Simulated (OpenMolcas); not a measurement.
# Fe2+: effect of the active space

| Item | Value |
| --- | --- |
| Program | OpenMolcas |
| Method | SS-CASPT2 or its RAS form, IPEA 0.25 Eh, imaginary shift 0.1 Eh |
| Basis | ANO-RCC-VDZP |
| Scalar Hamiltonian | DKH2, point nucleus |
| Spin-orbit coupling | state interaction with AMFI integrals over the reference wave functions, term energies averaged over their components |

A. 6 electrons in 5 orbitals (3d); 2S+1 = 5 even, 5 roots; 2S+1 = 3 even, 45 roots; 2S+1 = 1 even, 50 roots; closed shells correlated: 3s 3p; CASPT2 step roughly 14 core-seconds
B. 6 electrons in 6 orbitals (3d 4s); 2S+1 = 7 even, 1 root; 2S+1 = 5 even, 30 roots; 2S+1 = 3 even, 121 roots (107 in the spin-orbit step); 2S+1 = 1 even, 101 roots (62 in the spin-orbit step); closed shells correlated: 3s 3p; CASPT2 step of the order of 26 core-seconds
C. 6 electrons in 9 orbitals (RAS2 3d 4s; RAS3 4p, at most 2 electrons); 2S+1 = 5 even, 30 roots; 2S+1 = 7 even, 1 root kept (CI in the orbitals of an earlier block); 2S+1 = 3 even, 87 roots kept (CI in the orbitals of an earlier block); 2S+1 = 1 even, 89 roots kept (CI in the orbitals of an earlier block); 2S+1 = 5 odd, 54 roots (3 in the spin-orbit step); 2S+1 = 7 odd, 3 roots kept (CI in the orbitals of an earlier block); 2S+1 = 3 odd, 47 roots kept (CI in the orbitals of an earlier block, 0 in the spin-orbit step); 2S+1 = 1 odd, 15 roots kept (CI in the orbitals of an earlier block, 0 in the spin-orbit step); closed shells correlated: 3s 3p; CASPT2 step about 2.2 core-minutes

Energies in cm-1 above 3d6 5D4, the measured ground level; measured values from Corliss and Sugar, J. Phys. Chem. Ref. Data 11, 135 (1982).

| Level | A | B | C | Measured |
| --- | --- | --- | --- | --- |
| 3d6 5D4 | 0.0 | 0.0 | 0.0 | 0.0 |
| 3d6 5D3 | 451 | 492 | 495 | 436 |
| 3d6 5D2 | 767 | 835 | 838 | 739 |
| 3d6 5D1 | 970 | 1055 | 1058 | 932 |
| 3d6 5D0 | 1069 | 1162 | 1165 | 1027 |
| 3d6 3P2(1) | 19310 | 18790 | 18780 | 19405 |
| 3d6 3P1(1) | 20620 | 20200 | 20240 | 20688 |
| 3d6 3H6 | 20940 | 20600 | 20800 | 20051 |
| 3d6 3H5 | 21170 | 20840 | 21040 | 20301 |
| 3d6 3P0(1) | 21180 | 20790 | 20840 | 21208 |
| 3d6 3H4 | 21320 | 20990 | 21170 | 20482 |
| 3d6 3F4(1) | 21970 | 21560 | 21590 | 21462 |
| 3d6 3F3(1) | 22190 | 21790 | 21810 | 21700 |
| 3d6 3F2(1) | 22340 | 21950 | 21980 | 21857 |
| 3d6 3G5 | 25770 | 25270 | 25310 | 24559 |
| 3d6 3G4 | 26140 | 25680 | 25730 | 24941 |
| 3d6 3G3 | 26340 | 25880 | 25930 | 25142 |
| 3d6 1I6 | 31780 | 30940 | 31530 | 30356 |
| 3d6 1G4(1) | 32270 | 31120 | 31410 | 30886 |
| 3d6 3D1 | 32280 | 31580 | 31420 | 30726 |
| 3d6 3D2 | 32290 | 31580 | 31420 | 30716 |
| 3d6 3D3 | 32430 | 31750 | 31590 | 30858 |
| 3d6 1F3 | 44980 | 43750 | 43890 | 42897 |
| 3d6 3P0(2) | 52260 | 50890 | 50020 | 49148 |

Deviations, from unrounded energies. A percentage is the sum of absolute deviations over the sum of measured energies, with the sign that they share, or ± where signs differ.

| Against measurement | Levels | A | B | C |
| --- | --- | --- | --- | --- |
| mean absolute deviation (cm-1) | 23 | 900 | 520 | 540 |
| fine structure of the ground term (%) | 4 | +3.9 | +13.0 | +13.4 |
| other terms of the ground configuration (%) | 19 | ±4.1 | ±2.3 | ±2.4 |

B, C lie about equally close to measurement and A furthest from it. The largest miss of B in the table is 3d6 3P0(2), by +1700 cm-1. The ranking rests on the paired levels alone, and a cruder setting can come out closer through cancelling errors.

The spin-orbit steps hold different terms of 3d6 (B lacks a 1D, a 1S; C lacks a 1D, a 1S), which shifts levels as well.

The two smallest mean deviations differ by little beside CASPT2's spread within terms, so their order carries little weight.

Among A to C the level of the table that moves most is 3d6 3P0(2), by 2200 cm-1 (lowest in C, highest in A). Moves below CASPT2's spread within the term are not significant.

CASPT2 does not keep the components of a term degenerate, so their means are used; among the terms shown or strongly mixed into the levels shown the widest spread is 340 cm-1 (3d6 1G(1), C). Over all roots computed the reference weight is 0.89 to 0.96 in C; the roots of lowest weight are the least certain, and an intruder state may touch them. Some levels mix across a computed gap that differs much from the measured one, so their mixing is not that of the real levels. The CASPT2 spread within a term exceeds the gap to the next term for 3d6 1I and 3d6 1G(1), so the order of their levels is uncertain (figures for B; the like holds for C). Some high roots are left out of the spin-orbit mixing, which shifts the levels that they would mix with (holds for B; C). Terms from blocks run as CI alone lack orbitals of their own (holds for C). Computed and measured levels are paired by configuration, term and J; levels that our copy of the source lacks, or whose pairing is in doubt (as where it misses far off the trend of its configuration), stay unpaired and out of the deviations. Only configurations of the active space appear. Levels that lie high or do not pair safely by name in every column are left out.

A number in round brackets counts repeated terms of one configuration in the order of the reference energies.
